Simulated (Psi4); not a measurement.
ClO₂W (SMILES [O]=[W+](=[O])[Cl]), charge +1, singlet, at a GFN2-xTB geometry (such geometries of metal compounds can be far from the true shape) (the multiplicity is a formal guess) (core potentials on W); HF/def2-TZVP run with Psi4 1.11.

The Psi4 input:
```
memory 2 GB

molecule {
1 1
  W     0.18341371    0.00795927    0.24191020
  O     1.44790089   -0.79847499   -0.57203555
  O    -0.79540581   -1.06509520    1.13758770
  Cl   -1.10544559    0.84232796   -1.31916307
}

set basis def2-tzvp
set scf_type mem_df

energy('scf')
print_variables()
```

The log (banner, timings and long lists left out):

```
   => Loading Basis Set <=

    Name: DEF2-TZVP
    Role: ORBITAL
    Keyword: BASIS

    !!!  WARNING: ECP capability is in beta. Please check occupations closely.  !!!

         ---------------------------------------------------------
                                   SCF
               by Justin Turney, Rob Parrish, Andy Simmonett
                          and Daniel G. A. Smith
                              RHF Reference
         ---------------------------------------------------------

  ==> Geometry <==

    Molecular point group: c1
    Full point group: C1

    Geometry (in Angstrom), charge = 1, multiplicity = 1:

       Center              X                  Y                   Z               Mass
    ------------   -----------------  -----------------  -----------------  -----------------
         W            0.161415502179     0.003528545406     0.212353955826   183.950930920000
         O            1.425902682179    -0.802905714594    -0.601591794174    15.994914619570
         O           -0.817404017821    -1.069525924594     1.108031455826    15.994914619570
         CL          -1.127443797821     0.837897235406    -1.348719314174    34.968852682000

  Running in c1 symmetry.

  Rotational constants: A =      0.20877  B =      0.09431  C =      0.07446 [cm^-1]
  Rotational constants: A =   6258.66063  B =   2827.26015  C =   2232.39902 [MHz]
  Nuclear repulsion =  184.988892061546551

  Charge       = 1
  Multiplicity = 1
  Electrons    = 46
  Nalpha       = 23
  Nbeta        = 23

  ==> Algorithm <==

  SCF Algorithm Type is MEM_DF.
  DIIS enabled.
  MOM disabled.
  Fractional occupation disabled.
  Guess Type is SAD.
  Energy threshold   = 1.00e-06
  Density threshold  = 1.00e-06
  Integral threshold = 1.00e-12

  ==> Primary Basis <==

  Basis Set: DEF2-TZVP
    Blend: DEF2-TZVP
    Number of shells: 49
    Number of basis functions: 139
    Number of Cartesian functions: 160
    Spherical Harmonics?: true
    Max angular momentum: 3

  Core potential: DEF2-TZVP
    Number of shells: 4
    Number of ECP primitives: 10
    Number of ECP core electrons: 60
    Max angular momentum: 3

   => Loading Basis Set <=

    Name: (DEF2-TZVP AUX)
    Role: JKFIT
    Keyword: DF_BASIS_SCF

  ==> Integral Setup <==

  SCF_SUBTYPE=INCORE selected. In-core MEM_DF algorithm will be used.
  Using in-core AOs.

  ==> MemDFJK: Density-Fitted J/K Matrices <==

    J tasked:                   Yes
    K tasked:                   Yes
[...]
   @DF-RHF iter   4:  -675.41567964135561   -1.89271e-02   4.48575e-04 ADIIS/DIIS
   @DF-RHF iter   5:  -675.41881536149310   -3.13572e-03   2.00015e-04 ADIIS/DIIS
   @DF-RHF iter   6:  -675.42028879256134   -1.47343e-03   1.17001e-04 ADIIS/DIIS
   @DF-RHF iter   7:  -675.42091905066366   -6.30258e-04   8.85121e-05 DIIS
   @DF-RHF iter   8:  -675.42116898957011   -2.49939e-04   4.00911e-05 DIIS
   @DF-RHF iter   9:  -675.42125781098275   -8.88214e-05   1.92907e-05 DIIS
   @DF-RHF iter  10:  -675.42127889982373   -2.10888e-05   6.52610e-06 DIIS
   @DF-RHF iter  11:  -675.42128172614639   -2.82632e-06   3.05628e-06 DIIS
   @DF-RHF iter  12:  -675.42128219871813   -4.72572e-07   1.24228e-06 DIIS
   @DF-RHF iter  13:  -675.42128229767320   -9.89551e-08   6.53093e-07 DIIS
  Energy and wave function converged.

  ==> Post-Iterations <==

    Orbital Energies [Eh]
    ---------------------

    Doubly Occupied:

[...]
    Virtual:

[...]
    Final Occupation by Irrep:
              A
    DOCC [    23 ]
    NA   [    23 ]
    NB   [    23 ]

  @DF-RHF Final Energy:  -675.42128229767320

   => Energetics <=

    Nuclear Repulsion Energy =            184.9888920615465508
    One-Electron Energy =               -1311.2419049363802515
    Two-Electron Energy =                 450.8317305771605561
    Total Energy =                       -675.4212822976732014

Computation Completed

Properties will be evaluated at   0.000000,   0.000000,   0.000000 [a0]

Properties computed using the SCF density matrix

 Multipole Moments:

 ------------------------------------------------------------------------------------
     Multipole            Electronic (a.u.)      Nuclear  (a.u.)        Total (a.u.)
 ------------------------------------------------------------------------------------

 L = 1.  Multiply by 2.5417464519 to convert [e a0] to [Debye]
 Dipole X            :         23.1087221          -22.7499181            0.3588039
 Dipole Y            :          3.0796204           -1.2959751            1.7836453
 Dipole Z            :         30.8027043          -30.0537426            0.7489617
 Magnitude           :                                                    1.9675046

 ------------------------------------------------------------------------------------

  Variable Map:
  ----------------------------------------------------------------------------
[...]
  Array Variable Map:
  ----------------------------------------------------------------------------
[...]
[...]
```
